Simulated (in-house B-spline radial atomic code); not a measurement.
**Ionising Pr⁴⁺ with different functionals**

Computed with a B-spline radial code for spherical atoms: scalar-relativistic (spin-free X2C) Hamiltonian, Fermi nucleus of rms radius 4.8919 fm, spin-polarised at highest spin, spherical fractional occupations for the functionals, the average over the highest-spin determinants for Hartree-Fock. The ionisation energy is the difference of two self-consistent energies, [Xe] 4f1 → [Kr] 4d10 5s2 5p6, without Breit or QED terms; ε is the level of the shell that loses the electron (its least bound occupied spin orbital). There is no spin-orbit coupling in this Hamiltonian.

Hybrids are left out here: with spherical fractional occupations of an open shell their exact exchange keeps a self-interaction that integer-occupation calculations don't have.

| method | rung | ΔSCF (eV) | -ε(4f) (eV) |
| --- | --- | --- | --- |
| Hartree-Fock | Hartree-Fock | 56.21 | 59.24 |
| LDA VWN5 | LDA | 59.50 | 49.33 |
| LDA PW92 | LDA | 59.49 | 49.32 |
| LDA exchange-only | LDA | 57.58 | 47.48 |
| PBE | GGA | 59.11 | 48.97 |
| PBEsol | GGA | 59.18 | 49.03 |
| BLYP | GGA | 58.91 | 48.77 |
| RPBE | GGA | 59.04 | 48.90 |
| PW91 | GGA | 59.23 | 49.07 |
| BP86 | GGA | 59.23 | 49.08 |
| AM05 | GGA | 59.24 | 49.09 |
| OLYP | GGA | 59.66 | 49.49 |
| TPSS | meta-GGA | 58.75 | 48.64 |
| SCAN | meta-GGA | 58.45 | 48.40 |
| r2SCAN | meta-GGA | 58.54 | 48.49 |
| revTPSS | meta-GGA | 58.72 | 48.63 |

(1) How do they compare with the NIST value?

## Answers

(1) NIST lists 57.53 eV ± 0.05 (semi-empirical, ground level to ground level). Errors run from -1.32 to +2.13 eV; SCAN is closest (+0.92 eV), but part of that can be cancellation, since the calculations leave out spin-orbit coupling, Breit-QED terms, multiplet and fine-structure energies. Hartree-Fock also lacks correlation.
